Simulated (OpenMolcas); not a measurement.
A run on Ir5+ among 5 point charges of -2 e arranged as a square pyramid (C4v), 1.79 Å from the ion, with the axial distance 1.951 Å.

| Property | Result |
| --- | --- |
| Program | OpenMolcas |
| Method | CASSCF |
| Basis | ANO-RCC-VDZP [7s6p4d2f] |
| Scalar Hamiltonian | DKH2, point nucleus |
| Active space | 4 electrons in 5 orbitals (5d) |
| State averaging | 2S+1 = 5 even, 5 roots; 2S+1 = 3 even, 45 roots; 2S+1 = 1 even, 50 roots |
| Spin-orbit coupling | RASSI with atomic mean-field integrals over the reference wave functions |

59 basis functions. Blocks (2S+1, parity, CSFs, roots kept): 5, even, 5, 5; 3, even, 45, 45; 1, even, 50, 50.

Q: How long do the RASSCF and RASSI steps take on 1 thread of Arm Neoverse V1, with other jobs on the host?

A: About 25 s of wall time, without the integral step.
